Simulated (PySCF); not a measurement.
Cost of one run: shielding job, `CCP([SiH2]C)C1CC1`.

Method: GIAO PBE0/pcSseg-1 NMR shielding, non-relativistic, gas phase (PySCF 2.14.0, density-fitted response routines). Geometry: GFN2-xTB. Work: shieldings, ring-centre shieldings, charges and field gradients, density fitting. A driver script takes a list of jobs; this job's settings line and coordinates (Å) are shown.

Command:
```bash
OMP_NUM_THREADS=1 python probes_run.py task.json out
```

Input:
```
{"job": {"kind": "nmr", "xc": "PBE0", "basis": "pcSseg-1"}, "charge": 0, "multiplicity": 1}
C      1.096423     2.431061     1.546600
C     -0.139916     1.542120     1.497703
P     -0.355466     0.746806    -0.173803
Si    -2.113652    -0.560304     0.320799
C     -2.452311    -1.679535    -1.174602
C      0.969808    -0.522691    -0.039561
C      1.344166    -1.294285    -1.271369
C      2.286152    -0.275687    -0.721191
H      1.192082     2.895950     2.526659
H      1.029763     3.215249     0.795094
H      1.994107     1.847731     1.351754
H     -1.036553     2.138770     1.684748
H     -0.082027     0.766688     2.267037
H     -3.258994     0.321741     0.580332
H     -1.922640    -1.399965     1.517255
H     -2.580138    -1.092353    -2.079357
H     -1.632756    -2.372123    -1.343256
H     -3.355705    -2.261539    -1.025035
H      0.999475    -1.054409     0.907988
H      1.589655    -2.341118    -1.166473
H      0.829230    -1.057498    -2.191237
H      2.406252     0.645982    -1.271747
H      3.188293    -0.613605    -0.231517
```

Hardware: an Intel Xeon 6975P-C with one thread, no GPU, shared host. PySCF's memory limit was set to 1040 MB.

**Question.** How large is the basis?

**Answer.** 225 functions for 80 electrons, with 1210 fitting functions; the fitted three-index integrals, 1210 × 225 × 226/2 numbers of 8 bytes, come to 230 MiB.

**Question.** Which is nearest to the wall time?
A. 32 s
B. 4.3 min
C. 32 min
D. 4.0 s

**Answer.** A. The run took 32 s. The SCF took 12 cycles.

**Question.** How much memory does it need at the peak?

**Answer.** About 0.96 GiB. Peak memory is the resident size of the whole Python process, interpreter and libraries included.

**Question.** At this speed, how long would 1000 such jobs take on 96 cores, one job a core?

**Answer.** 1000/96 gives 11 rounds of 32 s, about 5.9 min of wall time and 8.9 core-hours, if the jobs don't slow each other.

The SCF part of the output:
```
coarse grid: 19064 points
cycle   1  E = -867.7879147989  dE =  6.646e-01  |g| = 4.770e-01  |ddm| = 4.206e+00
cycle   2  E = -867.7695435069  dE =  1.837e-02  |g| = 5.502e-01  |ddm| = 8.888e-01
cycle   3  E = -867.8486563210  dE = -7.911e-02  |g| = 4.566e-02  |ddm| = 5.206e-01
cycle   4  E = -867.8490732695  dE = -4.169e-04  |g| = 2.473e-02  |ddm| = 9.538e-02
cycle   5  E = -867.8492314127  dE = -1.581e-04  |g| = 5.634e-03  |ddm| = 3.214e-02
cycle   6  E = -867.8492388372  dE = -7.425e-06  |g| = 1.565e-03  |ddm| = 7.472e-03
final grid: 171680 points
cycle   7  E = -867.8973315482  dE = -5.186e-05  |g| = 9.615e-03  |ddm| = 4.396e-02
cycle   8  E = -867.8973194261  dE =  1.212e-05  |g| = 1.188e-02  |ddm| = 1.818e-02
cycle   9  E = -867.8973553525  dE = -3.593e-05  |g| = 5.620e-04  |ddm| = 1.080e-02
cycle  10  E = -867.8973554210  dE = -6.847e-08  |g| = 2.681e-04  |ddm| = 1.085e-03
cycle  11  E = -867.8973554396  dE = -1.862e-08  |g| = 6.111e-05  |ddm| = 3.270e-04
cycle  12  E = -867.8973554405  dE = -9.059e-10  |g| = 1.365e-05  |ddm| = 8.949e-05
converged SCF energy = -867.8973554405
```

On the final grid dE counts from the start density on that grid.

Other jobs ran on the host; a repeat could differ by tens of per cent or more.
